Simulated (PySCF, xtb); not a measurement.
BH2Br, SMILES BBr.

GFN2-xTB (xtb) at its own geometry gives an orbital gap of 3.53 eV and a dipole moment of 3.22 D.

Geometry: B3LYP-D3(BJ)/def2-TZVP.

Question: What does M06-2X/def2-TZVPD (PySCF) give? (An estimate is asked for; the answer gives what the named calculation found.)

Answer: gap 8.33 eV (levels -9.43 and -1.10 eV), dipole 0.78 D.
